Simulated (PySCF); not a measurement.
Delta-SCF ions had no search for a lower state. Excitations are Tamm–Dancoff values on a coarser integration grid. The basis has no diffuse functions, so Rydberg states are missing or too high.

## C2H5NSi, SMILES `C=CN=[SiH2]` (C–C–N–Si torsion 55°) (charge 0, multiplicity 1)

All values below come from M06-2X/def2-TZVP // B3LYP-D3(BJ)/def2-TZVP (PySCF).

The HOMO comes out as -7.19 eV. The dipole moment is 2.63 D, the LUMO is -1.11 eV and the HOMO–LUMO gap is 6.08 eV. The S1 excitation (TDA) is 3.13 eV, the S1 oscillator strength is 0.036 and the brightest of the four lowest singlets (TDA) comes out as 4.93 eV. The T1 excitation (TDA) is 2.52 eV and the S1–T1 gap (TDA) is 0.62 eV. The vertical ionisation energy (Delta-SCF) is 8.10 eV and the total energy comes out as -423.3734 Ha. The cost is around 17 core-minutes (rough).

```xyz
9

C     -1.3596    -0.0055     0.9552
C     -0.8237     0.6143    -0.1036
N      0.5010     0.6616    -0.4479
Si     1.6875    -0.3560    -0.7269
H     -2.4145     0.0898     1.1688
H     -0.7485    -0.5684     1.6499
H     -1.4710     1.2145    -0.7424
H      1.6024    -1.8357    -0.7584
H      3.0264     0.1854    -0.9948
```
Charge 0, spin multiplicity 1.
